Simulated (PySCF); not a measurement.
BF2H3Si. Atoms are numbered in the order given.

```xyz
7

B     -0.4469     0.1871    -0.3321
F     -1.5944    -0.4663    -0.4596
F     -0.3434     1.3189    -1.0189
Si     1.0875    -0.4793     0.8305
H      1.4695     0.5801     1.8061
H      2.2690    -0.7638    -0.0325
H      0.7110    -1.7154     1.5669
```

The structure is a stationary point at TPSSh-D3(BJ)/def2-SVP.

Method: B3LYP/pcSseg-1 run with PySCF.

GIAO shieldings, no solvent; atoms listed in one row are averaged. δ = σ(ref) − σ: ¹¹B against BF3 (σ = 86.3 ppm); ¹⁹F against CFCl3 (σ = 161.7 ppm); ²⁹Si against TMS (σ = 338.7 ppm); ¹H against TMS (σ = 31.68 ppm), references at their B3LYP-D3(BJ)/def2-TZVP geometries, non-relativistic.

Computed chemical shifts:
```
nucleus       atoms  count  δ (ppm)
-------  ----------  -----  -------
¹¹B              B1      1     20.6
¹⁹F              F2      1    -18.9
¹⁹F              F3      1    -23.0
²⁹Si            Si4      1   -117.0
¹H       H5, H6, H7      3     3.59
```
